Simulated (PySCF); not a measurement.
Isomers of C5H13NO2Si, mass 147.072 u with the commonest isotopes. Method: PBE0/pcSseg-1 in PySCF (dipole) on a GFN2-xTB geometry, gas phase. One conformer each, none proved a minimum here; rigid rotors.

Question: Order these by rotational constant B, smallest first.
A. `[CH3:1][CH2:2][O:3][SiH2:4][N:5]([CH3:6])[C:7]([CH3:8])=[O:9]` with C1–C2–O3–Si4 -63°, C2–O3–Si4–N5 -174°, O3–Si4–N5–C6 0°, Si4–N5–C7–C8 180°
B. `[CH3:1][O:2][CH2:3][SiH2:4][N:5]([CH3:6])[C:7]([CH3:8])=[O:9]` with C1–O2–C3–Si4 -66°, O2–C3–Si4–N5 -161°, C3–Si4–N5–C6 -3°, Si4–N5–C7–C8 -179°
C. `[CH3:1][CH2:2][C@H:3]([O:4][SiH3:5])[C:6](=[O:7])[NH:8][CH3:9]` with C1–C2–C3–O4 -61°, C2–C3–O4–Si5 -93°, C2–C3–C6–O7 98°, C3–C6–N8–C9 178°
D. `[CH2:1]=[CH:2][C@@H:3]([CH2:4][CH3:5])[O:6][Si@H:7]([NH2:8])[OH:9]` with C1–C2–C3–C4 94°, C2–C3–C4–C5 61°, C2–C3–O6–Si7 171°, C3–O6–Si7–N8 -55°, O6–Si7–N8–H -168° and 56°

Answer: B (675.5 MHz), A (711.2 MHz), D (787.9 MHz), C (1055 MHz).

Question: Order these by dipole moment, largest first.
A. `[CH3:1][CH2:2][C@H:3]([O:4][SiH3:5])[C:6](=[O:7])[NH:8][CH3:9]` with C1–C2–C3–O4 -61°, C2–C3–O4–Si5 -93°, C2–C3–C6–O7 98°, C3–C6–N8–C9 178°
B. `[CH3:1][O:2][CH2:3][SiH2:4][N:5]([CH3:6])[C:7]([CH3:8])=[O:9]` with C1–O2–C3–Si4 -66°, O2–C3–Si4–N5 -161°, C3–Si4–N5–C6 -3°, Si4–N5–C7–C8 -179°
C. `[CH3:1][CH2:2][O:3][SiH2:4][N:5]([CH3:6])[C:7]([CH3:8])=[O:9]` with C1–C2–O3–Si4 -63°, C2–O3–Si4–N5 -174°, O3–Si4–N5–C6 0°, Si4–N5–C7–C8 180°
D. `[CH2:1]=[CH:2][C@@H:3]([CH2:4][CH3:5])[O:6][Si@H:7]([NH2:8])[OH:9]` with C1–C2–C3–C4 94°, C2–C3–C4–C5 61°, C2–C3–O6–Si7 171°, C3–O6–Si7–N8 -55°, O6–Si7–N8–H -168° and 56°

Answer: A (5.14 D), B (3.87 D), C (3.07 D), D (2.16 D).

Question: Order these by out-of-plane moment Σ m c² = (Ia + Ib − Ic)/2, smallest first.
A. `[CH3:1][CH2:2][O:3][SiH2:4][N:5]([CH3:6])[C:7]([CH3:8])=[O:9]` with C1–C2–O3–Si4 -63°, C2–O3–Si4–N5 -174°, O3–Si4–N5–C6 0°, Si4–N5–C7–C8 180°
B. `[CH3:1][CH2:2][C@H:3]([O:4][SiH3:5])[C:6](=[O:7])[NH:8][CH3:9]` with C1–C2–C3–O4 -61°, C2–C3–O4–Si5 -93°, C2–C3–C6–O7 98°, C3–C6–N8–C9 178°
C. `[CH2:1]=[CH:2][C@@H:3]([CH2:4][CH3:5])[O:6][Si@H:7]([NH2:8])[OH:9]` with C1–C2–C3–C4 94°, C2–C3–C4–C5 61°, C2–C3–O6–Si7 171°, C3–O6–Si7–N8 -55°, O6–Si7–N8–H -168° and 56°
D. `[CH3:1][O:2][CH2:3][SiH2:4][N:5]([CH3:6])[C:7]([CH3:8])=[O:9]` with C1–O2–C3–Si4 -66°, O2–C3–Si4–N5 -161°, C3–Si4–N5–C6 -3°, Si4–N5–C7–C8 -179°

Answer: D (15.53 u·Å²), A (20.92 u·Å²), B (31.56 u·Å²), C (88.24 u·Å²).

```tsv
SMILES	point group	Ia (u·Å²)	Ib (u·Å²)	Ic (u·Å²)	κ	μa (D)	μb (D)	μc (D)
CC[C@H](O[SiH3])C(=O)NC	C1	300.85	478.98	716.71	-0.28	3.63	3.58	0.66
C=C[C@@H](CC)O[Si@H](N)O	C1	248.75	641.43	713.70	-0.88	0.80	0.82	1.83
COC[SiH2]N(C)C(C)=O	C1	154.62	748.13	871.69	-0.93	1.78	3.21	1.21
CCO[SiH2]N(C)C(C)=O	C1	151.90	710.62	820.67	-0.93	0.59	3.01	0.20
```
